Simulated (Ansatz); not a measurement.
`BBO[SiH](C)F` → `C[Si]F` + `BBO` at 600 K and 1 bar (silylene formation by 1,1-elimination).

Program: Ansatz. Geometries: PBE0-D4/def2-TZVP. ΔE: electronic, gas phase. CCSD(T)/CBS adds triple-zeta CCSD(T) − MP2 to the extrapolated MP2 energy (def2 sets, frozen cores). This one scheme is used for every species. Each species was taken in one conformer, which may not be the lowest.

```
       species  CCSD(T)/CBS energy (Eh)  H − E (kJ/mol)  S (J/(mol·K))
`BBO[SiH](C)F`               -556.02948           304.0          509.4
      `C[Si]F`               -428.74649           136.3          340.0
         `BBO`               -127.16606           163.4          327.8
```

H − E and S are ideal-gas, rigid-rotor, harmonic terms from PBE0-D4/def2-TZVP, for one conformer and one mirror image of each species. 1 Eh = 2625.50 kJ/mol, R = 8.31446 J/(mol·K).

Question: By hand: ΔE, ΔH, ΔS and ΔG.

Answer: ΔE = (-428.74649) + (-127.16606) − (-556.02948) = 0.11693 Eh = 307.0 kJ/mol. Δ(H − E) = 136.3 + 163.4 − 304.0 = -4.3, so ΔH = 302.7 kJ/mol. ΔS = 340.0 + 327.8 − 509.4 = 158.4 J/(mol·K). ΔG = 302.7 − 600 × (158.4)/1000 = 207.7 kJ/mol.

Question: By hand: the equilibrium constant, and the temperature at which ΔG would vanish if ΔH and ΔS stayed fixed.

Answer: log₁₀ K = −ΔG/(RT ln 10) = -18.1. ΔG = 0 at ΔH/ΔS = 1911 K.

The number of gas molecules changes by +1, which sets the sign of ΔS. A doubt of 5 kJ/mol in ΔE shifts log₁₀ K by 0.4 here. Other conformers and mirror images would add mixing entropy, several J/(mol·K) or more a flexible species. Modes under 60 cm⁻¹, often nearly free rotors, make the harmonic entropy too high. These are equilibria of isolated gas molecules and say nothing of rates. Largest T1 diagnostic: 0.014 (customary marks: 0.02 for closed shells, 0.045 for open ones).
